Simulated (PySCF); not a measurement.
CH₇ClFNSi₂, SMILES C[Si@](F)(Cl)N[SiH3].

Coordinates come from a PBE0-D3(BJ)/def2-SVP optimisation. The structure was generated by enumeration; whether it is a known compound was not checked. The values are those of a single conformer.

Two levels are set side by side: TDA-PBE/def2-SVPD (PySCF) and TDA-ωB97X/def2-SVPD (PySCF). Vertical, same geometry. The lowest singlet is HOMO→LUMO 99 % with PBE and HOMO→LUMO 81 % with the other functional; states are paired by order. Differences are taken from unrounded values.

```
quantity                              TDA-ωB97X  TDA-PBE  TDA-PBE minus TDA-ωB97X
------------------------------------  ---------  -------  -----------------------
lowest singlet excitation (eV)             7.16     5.95                    -1.20
lowest triplet excitation (TDA) (eV)       6.84     5.69                    -1.15
```

Functionals without exact exchange tend to place singlet excitations lower, as here. Differences between two approximate levels are no errors against the true value.

Rough cost on one machine, each run with all the roots and properties that it gave: TDA-ωB97X against TDA-PBE about 6 times.
